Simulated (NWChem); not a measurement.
System: C2H8BeN2; SMILES C[N](C)[Be][NH2]

NWChem input:

```
start job
memory heap 200 mb stack 900 mb global 1100 mb
geometry units angstroms noautoz
  Be     0.000203    -1.016590    -0.000136
  N      0.000471    -2.519056     0.000115
  H      0.001282    -3.108872     0.825246
  H     -0.000133    -3.109193    -0.824784
  N     -0.000022     0.491674    -0.000342
  C      1.200609     1.287063    -0.001267
  C     -1.200883     1.286716     0.000200
  H      1.265603     1.945904    -0.891518
  H      1.265916     1.947336     0.887879
  H      2.097804     0.647777    -0.000907
  H     -1.265391     1.946838     0.889529
  H     -1.267068     1.945663    -0.889882
  H     -2.097895     0.647172     0.001461
end
basis spherical
  * library def2-svp
end
dft
  xc scan
  iterations 150
  mulliken
end
task dft gradient
```

Excerpt of the output:

```
             Northwest Computational Chemistry Package (NWChem) 7.3.0
             --------------------------------------------------------

 C2V symmetry detected

                             Geometry "geometry" -> ""
                             -------------------------

 Output coordinates in angstroms (scale by  1.889725989 to convert to a.u.)

  No.       Tag          Charge          X              Y              Z
 ---- ---------------- ---------- -------------- -------------- --------------
    1 Be                   4.0000     0.00000000     0.00000000    -1.01783384
    2 N                    7.0000     0.00000000     0.00000000    -2.52029988
    3 H                    1.0000     0.82501529     0.00000000    -3.11027640
    4 H                    1.0000    -0.82501529     0.00000000    -3.11027640
    5 N                    7.0000     0.00000000     0.00000000     0.49043019
    6 C                    6.0000     0.00000000     1.20074624     1.28564572
    7 C                    6.0000     0.00000000    -1.20074624     1.28564572
    8 H                    1.0000    -0.88970224     1.26599478     1.94519155
    9 H                    1.0000     0.88970224     1.26599478     1.94519155
   10 H                    1.0000     0.00000000     2.09784985     0.64623059
   11 H                    1.0000     0.88970224    -1.26599478     1.94519155
   12 H                    1.0000    -0.88970224    -1.26599478     1.94519155
   13 H                    1.0000     0.00000000    -2.09784985     0.64623059

 Effective nuclear repulsion energy (a.u.)     150.2778490136

      Symmetry information
      --------------------

 Group name             C2v
 Group number             16
 Group order               4
 No. of unique centers     7

                                 NWChem DFT Module
                                 -----------------

 Summary of "ao basis" -> "ao basis" (spherical)
 ------------------------------------------------------------------------------
       Tag                 Description            Shells   Functions and Types
 ---------------- ------------------------------  ------  ---------------------
 Be                         def2-svp                 5        9   3s2p
 N                          def2-svp                 6       14   3s2p1d
 H                          def2-svp                 3        5   2s1p
 C                          def2-svp                 6       14   3s2p1d

      Symmetry analysis of basis
      --------------------------

        a1         42
        a2         13
        b1         22
        b2         28

            General Information
            -------------------
          SCF calculation type: DFT
          Wavefunction type:  closed shell.
          No. of atoms     :    13
          No. of electrons :    38
           Alpha electrons :    19
            Beta electrons :    19
          Charge           :     0
          Spin multiplicity:     1
          Use of symmetry is: on ; symmetry adaption is: on
          Maximum number of iterations: 150
          AO basis - number of functions:   105
                     number of shells:    53
          Convergence on energy requested:  1.00D-06
          Convergence on density requested:  1.00D-05
          Convergence on gradient requested:  5.00D-04

              XC Information
              --------------
                         SCAN Method XC Functional
                  SCAN metaGGA Exchange Functional  1.000
                        SCAN Correlation Potential  1.000

             Grid Information
             ----------------
          Grid used for XC integration:  medium
          Radial quadrature: Mura-Knowles
          Angular quadrature: Lebedev.
          Tag              B.-S. Rad. Rad. Pts. Rad. Cut. Ang. Pts.
          ---              ---------- --------- --------- ---------
          Be                  1.05       49          10.0       434
          N                   0.65       49          12.0       434
          H                   0.35       45          13.0       434
          C                   0.70       49          12.0       434
          Grid pruning is: on
          Number of quadrature shells:   331
          Spatial weights used:  Erf1

      Superposition of Atomic Density Guess
      -------------------------------------

 Sum of atomic energies:        -202.28594317

      Non-variational initial energy
      ------------------------------

 Total energy =    -205.126664
 1-e energy   =    -568.214288
 2-e energy   =     212.809774
 HOMO         =      -0.277699
 LUMO         =      -0.014887

      Symmetry analysis of molecular orbitals - initial
      -------------------------------------------------

  Numbering of irreducible representations:

[...]

                         DFT ENERGY GRADIENTS

    atom               coordinates                        gradient
                 x          y          z           x          y          z
   1 Be      0.000000   0.000000  -1.923427    0.000000   0.000000   0.000569
   2 N       0.000000   0.000000  -4.762676    0.000000   0.000000  -0.001375
   3 H       1.559053   0.000000  -5.877570   -0.000621   0.000000   0.001304
   4 H      -1.559053   0.000000  -5.877570    0.000621   0.000000   0.001304
   5 N       0.000000   0.000000   0.926779    0.000000   0.000000   0.003415
   6 C       0.000000   2.269081   2.429518    0.000000  -0.002602  -0.002170
   7 C       0.000000  -2.269081   2.429518    0.000000   0.002602  -0.002170
   8 H      -1.681293   2.392383   3.675879    0.000306   0.000103  -0.000299
   9 H       1.681293   2.392383   3.675879   -0.000306   0.000103  -0.000299
  10 H       0.000000   3.964361   1.221199    0.000000   0.000012   0.000160
  11 H       1.681293  -2.392383   3.675879   -0.000306  -0.000103  -0.000299
  12 H      -1.681293  -2.392383   3.675879    0.000306  -0.000103  -0.000299
  13 H       0.000000  -3.964361   1.221199    0.000000  -0.000012   0.000160
```

Level: SCAN/def2-SVP. Coordinates come from a PBE0/def2-SVP optimisation.
